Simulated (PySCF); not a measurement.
PySCF 2.14 output of an unrestricted PBE0 calculation on a single atom or ion in aug-cc-pwCVTZ (10s9p7d4f3g, 127 functions), with no relativity, point nucleus:

```
SCF conv_tol = 1e-09
number electrons alpha = 13  beta = 9
    C. Adamo and V. Barone.,  J. Chem. Phys. 110, 6158 (1999)
    M. Ernzerhof and G. E. Scuseria.,  J. Chem. Phys. 110, 5029 (1999)
cycle= 1 E= -943.45351305567  delta_E= -0.00928  |g|= 0.0119  |ddm|= 0.727
cycle= 2 E= -943.453586904813  delta_E= -7.38e-05  |g|= 0.00345  |ddm|= 0.0782
cycle= 3 E= -943.453589278265  delta_E= -2.37e-06  |g|= 0.00232  |ddm|= 0.0294
cycle= 4 E= -943.453590400407  delta_E= -1.12e-06  |g|= 0.000235  |ddm|= 0.00603
cycle= 5 E= -943.45359041557  delta_E= -1.52e-08  |g|= 2.58e-05  |ddm|= 0.00155
cycle= 6 E= -943.453590415741  delta_E= -1.71e-10  |g|= 2.34e-06  |ddm|= 0.000177
converged SCF energy = -943.453590415741  <S^2> = 6.0006847  2S+1 = 5.0002739
```

The run itself started from symmetry-adapted Hartree-Fock orbitals and held the occupation by maximum overlap, on a logarithmic radial grid, so the iterations belong to that start.

Problem. Which element, charge and spin multiplicity is this?

Solution. V+ (vanadium, charge +1), multiplicity 5; the state was [Ar] 3d3 4s1, high-spin 5F determinant (an excited configuration).
